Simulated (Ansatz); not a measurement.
```yaml
crystal:
  periodic: [false, false, false]
  atoms:
    - {symbol: O, position_ang: [-1.104394, 0.946764, -0.445004]}
    - {symbol: In, position_ang: [-0.922367, 0.075648, 1.444351]}
    - {symbol: C, position_ang: [0.816401, -0.866880, 0.728877]}
    - {symbol: In, position_ang: [0.773703, -0.016662, -1.318985]}
    - {symbol: H, position_ang: [-1.754014, 1.549465, -0.808227]}
    - {symbol: H, position_ang: [1.679221, -0.529599, 1.634121]}
    - {symbol: H, position_ang: [1.679221, -0.579599, 1.334121]}
    - {symbol: H, position_ang: [0.707081, -1.952505, 0.782528]}
    - {symbol: H, position_ang: [1.828105, 1.323852, -1.613001]}
    - {symbol: H, position_ang: [0.168196, -1.051658, -2.566670]}
basis:
  gaussian: {orbitals: def2-SVPD, point_charges: [{charge: 2.00, position_ang: [5.776, -0.147, -0.421]}]}
hamiltonian: {xc: {name: PBE-QIDH}, pseudopotentials: {relativity: scalar}}
accuracy: high
output: {forces: true}
```

```sh
$ ansatz run in.yaml --threads 2 --pin off --events-out ev --progress --plain --max-ram 22528MiB --backend cpu
```

It prints (some lines left out):

```
Functional definition: PBE-QIDH
3407 factors; integrals over basis functions are off by at most 3.0e-9 eV
mean field evaluation 1: about -13477.9127 eV, gradient 5.2e1 eV
mean field evaluation 2: about -13478.0169 eV, gradient 5.2e1 eV
mean field evaluation 4: about -13484.5325 eV, gradient 6.1e0 eV
mean field evaluation 8: about -13484.7451 eV, gradient 8.0e-1 eV
mean field evaluation 16: about -13484.7614 eV, gradient 1.6e-3 eV
mean field evaluation 32: about -13484.7614 eV, gradient 3.2e-8 eV
mean field -13484.76143914 eV, -495.5558425886 hartree, gradient 3.2e-8 eV, S^2 0.000000; 0 other end points of the search recorded, 0 dependent functions left out; unrestricted orbitals would lower it
10 core orbitals not correlated: weight in the atoms' cores, before any rotation towards them, 1.000 or more for the frozen orbitals, at most 0.000 for the correlated occupied ones
reference -13484.76144078 eV, -495.5558426490 hartree; 21, 21 occupied and 124, 124 virtual orbitals, 3407 factors
second order -17.77207996 eV of doubles, -0.00000000 eV of singles
Total energy: -13490.68546743 eV, -495.7735466131 hartree
Relativity: scalar
Atom 0 at    -1.104394     0.946764    -0.445004 Å, force     0.751976    -0.535624    -0.558857 eV/Å
Atom 1 at    -0.922367     0.075648     1.444351 Å, force    -2.940985     1.400394     1.897765 eV/Å
Atom 2 at     0.816401    -0.866880     0.728877 Å, force    -0.790974    -1.647851    -2.707888 eV/Å
Atom 3 at     0.773703    -0.016662    -1.318985 Å, force     0.992421     0.892875    -0.384759 eV/Å
Atom 4 at    -1.754014     1.549465    -0.808227 Å, force     0.039803    -0.078578     0.008487 eV/Å
Atom 5 at     1.679221    -0.529599     1.634121 Å, force    -1.786300    18.670714   116.300909 eV/Å
Atom 6 at     1.679221    -0.579599     1.334121 Å, force     4.065593   -18.529641  -115.311781 eV/Å
Atom 7 at     0.707081    -1.952505     0.782528 Å, force     0.761432    -0.123219     0.650459 eV/Å
Atom 8 at     1.828105     1.323852    -1.613001 Å, force     0.297989    -0.108386     0.082437 eV/Å
Atom 9 at     0.168196    -1.051658    -2.566670 Å, force     0.096751     0.043298     0.401442 eV/Å
Dipole moment:    -1.902452    -0.085679     1.033987 e Å
```

In this input one atom was put on top of another. The calculation finished and met its thresholds. The result belongs to that input, not to the molecule as meant.
